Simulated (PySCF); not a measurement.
Species: CH3Cl5Si2.
Atom-mapped SMILES: `[CH3:1][Si:2]([Cl:3])([Cl:4])[Si:5]([Cl:6])([Cl:7])[Cl:8]` (hydrogens: H9, H10, H11 on C1)

Computed with PySCF at wB97X-D/pcSseg-2, non-relativistic, on one gas-phase PBE0-D3(BJ)/def2-TZVP geometry that isn't relaxed in the solvent. The solvent is an IEF-PCM continuum (van der Waals radii × 1.2). The model holds no explicit solvent molecules, cavitation or dispersion.

Gas phase at wB97X-D/pcSseg-2: HOMO -10.25 eV, LUMO 0.85 eV, dipole 2.21 D.

Task: What does the continuum do to the energy, the frontier levels and the dipole at wB97X-D/pcSseg-2 in chloroform?

Result: 
| solvent | ε | E(solvent) − E(gas) (kcal/mol) | polarisation term (kcal/mol) | distortion of the solute (kcal/mol) | HOMO (eV) | LUMO (eV) | dipole (D) |
| --- | --- | --- | --- | --- | --- | --- | --- |
| chloroform | 4.711 | -2.13 | -2.35 | 0.22 | -10.12 | 1.00 | 2.73 |

The first energy column is the sum of the next two and covers electrostatics alone.

Task: Which radius a makes the point-dipole formula ΔE = −[(ε − 1)/(2ε + 1)]·μ²/a³ give the value in chloroform, with the gas-phase dipole?

Result: μ = 0.868 au and |ΔE| = 0.00340 Eh give a = 2.27 Å; the farthest nucleus lies 3.44 Å from the centroid of the nuclei, so such a sphere wouldn't even hold the nuclei. The formula assumes a rigid point dipole at the centre of a sphere.

Conformer computed: `[CH3:1][Si:2]([Cl:3])([Cl:4])[Si:5]([Cl:6])([Cl:7])[Cl:8]`: C1–Si2–Si5–Cl6 -60°.

Note: wB97X-D ran without an empirical dispersion term, which enters the total energy and its gradient alone.
